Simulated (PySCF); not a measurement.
Cl3Y, charge +1, doublet, geometry from GFN2-xTB (such geometries of metal compounds can be far from the true shape) (the multiplicity is a formal guess) (core potentials on Y); SVWN5/def2-SVP run with PySCF.

The PySCF input:
```python
from pyscf import gto, scf, dft

mol = gto.M(
    atom='''
Y     0.271887    0.698722    0.429923
Cl    1.626806   -0.897967   -0.898043
Cl   -0.883358   -1.297971    1.339505
Cl   -1.367189    0.592988   -1.427755
''',
    basis='def2-svp',
    ecp={'Y': 'def2-svp'},
    charge=1,
    spin=1,
    verbose=4,
)

mf = dft.UKS(mol)
mf.xc = 'lda,vwn'
mf.init_guess = '1e'
mf = mf.newton()
mf.kernel()
mf.analyze()
```

It wrote (shortened):

```
PySCF version 2.14.0

[INPUT] verbose = 4
[INPUT] num. atoms = 4
[INPUT] num. electrons = 61
[INPUT] charge = 1
[INPUT] spin (= nelec alpha-beta = 2S) = 1
[INPUT] symmetry False subgroup None
[INPUT] Mole.unit = angstrom
[INPUT] Symbol           X                Y                Z      unit          X                Y                Z       unit  Magmom
[INPUT]  1 Y      0.271887000000   0.698722000000   0.429923000000 AA    0.513791966830   1.320393217208   0.812436724651 Bohr   0.0
[INPUT]  2 Cl     1.626806000000  -0.897967000000  -0.898043000000 AA    3.074217797799  -1.696911698897  -1.697055318083 Bohr   0.0
[INPUT]  3 Cl    -0.883358000000  -1.297971000000   1.339505000000 AA   -1.669304689944  -2.452809707628   2.531297592486 Bohr   0.0
[INPUT]  4 Cl    -1.367189000000   0.592988000000  -1.427755000000 AA   -2.583612770518   1.120584915154  -2.698065922978 Bohr   0.0

nuclear repulsion = 255.20445421514
number of shells = 35
number of NR pGTOs = 165
number of NR cGTOs = 85
basis = def2-svp
ecp = {'Y': 'def2-svp'}

******** <class 'pyscf.soscf.newton_ah.SecondOrderUKS'> ********
method = SecondOrderUKS
initial guess = 1e
damping factor = 0
level_shift factor = 0
DIIS = <class 'pyscf.scf.diis.CDIIS'>
diis_start_cycle = 1
diis_space = 8
diis_damp = 0
SCF conv_tol = 1e-09
SCF conv_tol_grad = None
SCF max_cycles = 50
direct_scf = True
direct_scf_tol = 1e-13
number electrons alpha = 31  beta = 30
XC library pyscf.dft.libxc version 7.1.2
    S. Lehtola, C. Steigemann, M. J. T. Oliveira, and M. A. L. Marques,  SoftwareX 7, 1–5 (2018)
XC functionals = lda,vwn
    P. A. M. Dirac,  Math. Proc. Cambridge Philos. Soc. 26, 376 (1930)
    F. Bloch,  Z. Phys. 57, 545 (1929)
    S. H. Vosko, L. Wilk, and M. Nusair,  Can. J. Phys. 58, 1200 (1980)
radial grids:
    Treutler-Ahlrichs [JCP 102, 346 (1995); DOI:10.1063/1.469408] (M4) radial grids

becke partition: Becke, JCP 88, 2547 (1988); DOI:10.1063/1.454033
pruning grids: <function nwchem_prune>
grids dens level: 3
symmetrized grids: False
atomic radii adjust function: <function treutler_atomic_radii_adjust>
small_rho_cutoff = 0
******** <class 'pyscf.dft.uks.UKS'> Newton solver flags ********
SCF tol = 1e-09
conv_tol_grad = None
max. SCF cycles = 50
direct_scf = True
direct_scf_tol = 1e-13
max_cycle_inner = 12
max_stepsize = 0.05
ah_start_tol = 1e+09
ah_level_shift = 0
ah_conv_tol = 1e-12
ah_lindep = 1e-14
ah_start_cycle = 1
ah_max_cycle = 40
ah_grad_trust_region = 2.5
kf_interval = 4
kf_trust_region = 5
canonicalization = True
Set conv_tol_grad to 3.16228e-05
Initial guess from hcore.

tot grids = 78520

Initial guess E= -1359.87300563093  |g|= 5.40622
macro= 0  E= -1391.47485396493  delta_E= -31.6018  |g|= 6.11528  3 KF 15 JK
macro= 1  E= -1409.48897744421  delta_E= -18.0141  |g|= 1.76167  3 KF 15 JK
macro= 2  E= -1412.81239083793  delta_E= -3.32341  |g|= 0.530163  3 KF 16 JK
macro= 3  E= -1413.66144193123  delta_E= -0.849051  |g|= 0.26083  3 KF 17 JK
macro= 4  E= -1413.79985290992  delta_E= -0.138411  |g|= 0.139975  3 KF 18 JK
macro= 5  E= -1413.80389514473  delta_E= -0.00404223  |g|= 0.0611104  2 KF 7 JK
macro= 6  E= -1413.80932720229  delta_E= -0.00543206  |g|= 0.0131205  4 KF 24 JK
macro= 7  E= -1413.80947952232  delta_E= -0.00015232  |g|= 1.47427e-05  5 KF 35 JK
macro= 8  E= -1413.80947952231  delta_E= 6.82121e-12  |g|= 8.33709e-06  1 KF 2 JK
Canonicalize SCF orbitals
macro X = 9  E=-1413.80947952231  |g|= 8.33709e-06  total 28 KF 159 JK
converged SCF energy = -1413.80947952231  <S^2> = 0.75222918  2S+1 = 2.0022279
**** SCF Summaries ****
Total Energy =                       -1413.809479522314177
Nuclear Repulsion Energy =             255.204454215140004
One-electron Energy =                -2466.555718469516705
Two-electron Energy =                  797.541784732062524
Two-electron Coulomb Energy =          882.468430818129946
DFT Exchange-Correlation Energy =      -84.926646086067478
**** MO energy ****
                             alpha | beta                alpha | beta
MO #1   energy= -100.475771694341  | -100.473486366229  occ= 1 | 1
MO #2   energy= -100.475769204769  | -100.47348391948   occ= 1 | 1
MO #3   energy= -100.475762968509  | -100.473477664672  occ= 1 | 1
MO #4   energy= -9.33694632002263  | -9.33439147251235  occ= 1 | 1
MO #5   energy= -9.33694369985912  | -9.33438889131549  occ= 1 | 1
MO #6   energy= -9.3369245825418   | -9.33436970411646  occ= 1 | 1
MO #7   energy= -7.20085889588858  | -7.19540008611144  occ= 1 | 1
MO #8   energy= -7.20085644013401  | -7.19539764577152  occ= 1 | 1
MO #9   energy= -7.20084977704354  | -7.19539106114682  occ= 1 | 1
MO #10  energy= -7.19605883348946  | -7.19408937226643  occ= 1 | 1
MO #11  energy= -7.19605667904704  | -7.19408716935148  occ= 1 | 1
MO #12  energy= -7.19605079016596  | -7.19408132977015  occ= 1 | 1
MO #13  energy= -7.19297939027973  | -7.19102571640322  occ= 1 | 1
MO #14  energy= -7.1929744481343   | -7.19102083662324  occ= 1 | 1
MO #15  energy= -7.19296841049529  | -7.19101481453921  occ= 1 | 1
MO #16  energy= -2.00994937709633  | -2.01068641690658  occ= 1 | 1
MO #17  energy= -1.25790624315774  | -1.25851552484234  occ= 1 | 1
MO #18  energy= -1.25580215426212  | -1.25657169989008  occ= 1 | 1
MO #19  energy= -1.25580199136569  | -1.25657147937094  occ= 1 | 1
MO #20  energy= -0.924154968502199 | -0.912732852724947 occ= 1 | 1
MO #21  energy= -0.917466376374265 | -0.905826641839366 occ= 1 | 1
MO #22  energy= -0.917464718638854 | -0.905825281308914 occ= 1 | 1
MO #23  energy= -0.519925785111968 | -0.514456871149063 occ= 1 | 1
MO #24  energy= -0.516413266296924 | -0.507701645252065 occ= 1 | 1
MO #25  energy= -0.51641211566481  | -0.50770061687057  occ= 1 | 1
MO #26  energy= -0.507402596895531 | -0.497323005847267 occ= 1 | 1
MO #27  energy= -0.507402247001495 | -0.495174023700731 occ= 1 | 1
MO #28  energy= -0.502562794410454 | -0.495172965435085 occ= 1 | 1
MO #29  energy= -0.477444992564517 | -0.458001842696267 occ= 1 | 1
MO #30  energy= -0.465832845657699 | -0.458001258232718 occ= 1 | 1
MO #31  energy= -0.465832278620548 | -0.457488488122116 occ= 1 | 0
MO #32  energy= -0.294215719346849 | -0.294331806929579 occ= 0 | 0
MO #33  energy= -0.291497878471655 | -0.290443086978219 occ= 0 | 0
MO #34  energy= -0.291497690303006 | -0.290442937920451 occ= 0 | 0
MO #35  energy= -0.275633255967133 | -0.275284643522913 occ= 0 | 0
MO #36  energy= -0.260689959473461 | -0.26025788159321  occ= 0 | 0
MO #37  energy= -0.260689905300631 | -0.260257719797614 occ= 0 | 0
MO #38  energy= -0.133000631455506 | -0.131796422512269 occ= 0 | 0
MO #39  energy= -0.133000571365018 | -0.131796353225662 occ= 0 | 0

spin_pop of  0 Y 4s       -0.00002
spin_pop of  0 Y 5s       -0.00502
spin_pop of  0 Y 6s       -0.00076
spin_pop of  0 Y 7s       -0.00001
spin_pop of  0 Y 8s        0.00001
spin_pop of  0 Y 4px      -0.00003
spin_pop of  0 Y 4py      -0.00008
spin_pop of  0 Y 4pz       0.00011
spin_pop of  0 Y 5px      -0.00026
spin_pop of  0 Y 5py      -0.00002
spin_pop of  0 Y 5pz       0.00001
spin_pop of  0 Y 6px      -0.00035
spin_pop of  0 Y 6py      -0.00115
spin_pop of  0 Y 6pz      -0.00047
spin_pop of  0 Y 4dxy     -0.00510
spin_pop of  0 Y 4dyz     -0.00661
spin_pop of  0 Y 4dz^2    -0.00708
spin_pop of  0 Y 4dxz     -0.00587
spin_pop of  0 Y 4dx2-y2   -0.00952
spin_pop of  0 Y 5dxy     -0.00115
spin_pop of  0 Y 5dyz     -0.00254
spin_pop of  0 Y 5dz^2    -0.00141
spin_pop of  0 Y 5dxz     -0.00220
spin_pop of  0 Y 5dx2-y2   -0.00024
spin_pop of  0 Y 4f-3      0.00011
spin_pop of  0 Y 4f-2     -0.00005
spin_pop of  0 Y 4f-1      0.00009
spin_pop of  0 Y 4f+0     -0.00000
spin_pop of  0 Y 4f+1      0.00012
spin_pop of  0 Y 4f+2      0.00019
spin_pop of  0 Y 4f+3     -0.00011
spin_pop of  1 Cl 1s       -0.00000
spin_pop of  1 Cl 2s       -0.00000
spin_pop of  1 Cl 3s        0.00049
spin_pop of  1 Cl 4s       -0.00016
spin_pop of  1 Cl 2px      -0.00000
spin_pop of  1 Cl 2py       0.00001
spin_pop of  1 Cl 2pz       0.00002
spin_pop of  1 Cl 3px       0.01068
spin_pop of  1 Cl 3py       0.10907
spin_pop of  1 Cl 3pz       0.22956
spin_pop of  1 Cl 4px      -0.00003
spin_pop of  1 Cl 4py       0.00001
spin_pop of  1 Cl 4pz       0.00012
spin_pop of  1 Cl 3dxy     -0.00002
spin_pop of  1 Cl 3dyz      0.00001
spin_pop of  1 Cl 3dz^2     0.00004
spin_pop of  1 Cl 3dxz     -0.00002
spin_pop of  1 Cl 3dx2-y2    0.00000
spin_pop of  2 Cl 1s       -0.00000
spin_pop of  2 Cl 2s       -0.00000
spin_pop of  2 Cl 3s        0.00058
spin_pop of  2 Cl 4s       -0.00012
spin_pop of  2 Cl 2px       0.00002
spin_pop of  2 Cl 2py       0.00000
spin_pop of  2 Cl 2pz      -0.00000
spin_pop of  2 Cl 3px       0.26755
spin_pop of  2 Cl 3py       0.07005
spin_pop of  2 Cl 3pz       0.01180
spin_pop of  2 Cl 4px       0.00012
spin_pop of  2 Cl 4py       0.00006
spin_pop of  2 Cl 4pz      -0.00002
spin_pop of  2 Cl 3dxy      0.00001
spin_pop of  2 Cl 3dyz     -0.00002
spin_pop of  2 Cl 3dz^2     0.00002
spin_pop of  2 Cl 3dxz     -0.00001
spin_pop of  2 Cl 3dx2-y2    0.00002
spin_pop of  3 Cl 1s       -0.00000
spin_pop of  3 Cl 2s       -0.00000
spin_pop of  3 Cl 3s        0.00044
spin_pop of  3 Cl 4s       -0.00014
spin_pop of  3 Cl 2px       0.00001
spin_pop of  3 Cl 2py      -0.00000
spin_pop of  3 Cl 2pz       0.00001
spin_pop of  3 Cl 3px       0.18946
spin_pop of  3 Cl 3py       0.00793
spin_pop of  3 Cl 3pz       0.15176
spin_pop of  3 Cl 4px      -0.00000
spin_pop of  3 Cl 4py       0.00000
spin_pop of  3 Cl 4pz       0.00008
spin_pop of  3 Cl 3dxy      0.00001
spin_pop of  3 Cl 3dyz     -0.00000
spin_pop of  3 Cl 3dz^2     0.00000
spin_pop of  3 Cl 3dxz     -0.00002
spin_pop of  3 Cl 3dx2-y2    0.00002
In total            31.00000 | 30.00000

WARN: System has nonzero charge 1; the dipole moment is origin-dependent.
Location of origin: [0. 0. 0.]

Dipole moment(X, Y, Z, Debye):  2.23582,  5.74561,  3.53530
```
